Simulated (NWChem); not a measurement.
Molecule: CH3BiCl2O; SMILES C[O][Bi]([Cl])[Cl]

```xyz
8

Bi    -0.1617     0.0008    -0.5181
Cl    -0.7173     1.8605     1.0122
Cl    -0.7251    -1.8581     1.0105
O      1.8834    -0.0039    -0.2266
C      2.4809    -0.0079     1.0442
H      2.2032    -0.9015     1.6321
H      3.5742    -0.0137     0.9030
H      2.2127     0.8881     1.6330
```
Atoms are numbered in this order, from 1.

Computed with NWChem. Coordinates come from a PBE0/def2-SVP optimisation. No frequency run checked for a minimum. def2 effective core potentials on Bi; no spin-orbit coupling. Ions are spin-unrestricted doublets at the neutral geometry; other ion states weren't tried.

### Question
Estimate the computed values for PBE/def2-SVP. Quantities: vertical ionisation energy, ΔSCF (eV); −ε(HOMO) (eV).

### Answer
The vertical ionisation energy, ΔSCF (eV) is 9.48 and the −ε(HOMO) (eV) is 6.38.
